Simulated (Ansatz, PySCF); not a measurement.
The Ansatz (a quantum-chemistry and plane-wave program) input:
Ansatz 0.2 input:
```yaml
crystal:
  periodic: [false, false, false]
  atoms:
    - {symbol: Sb, position_ang: [-0.00000000, -0.00000000, -1.26045579]}
    - {symbol: Sb, position_ang: [0.00000000, 0.00000000, 1.26045579]}
basis:
  gaussian:
    orbitals: def2-TZVP
hamiltonian:
  xc: cam_b3lyp
total_charge: -1
magnetization: {spin_polarized: true, initial_magnetization: 1}
accuracy: high
```

### Question
Give the equivalent PySCF input.

### Answer
This is not unique; one that fits is 
```python
from pyscf import gto, scf, dft

mol = gto.M(
    atom='''
Sb   -0.00000000   -0.00000000   -1.26045579
Sb    0.00000000    0.00000000    1.26045579
''',
    basis='def2-tzvp',
    ecp={'Sb': 'def2-tzvp'},
    charge=-1,
    spin=1,
    verbose=4,
)

mf = dft.UKS(mol)
mf.xc = 'camb3lyp'
mf.grids.atom_grid = (99, 590)
mf.grids.prune = None
mf.kernel()
```

Both were run: Ansatz gave -480.545260 Eh and PySCF -480.545261 Eh, 0.001 mEh apart.
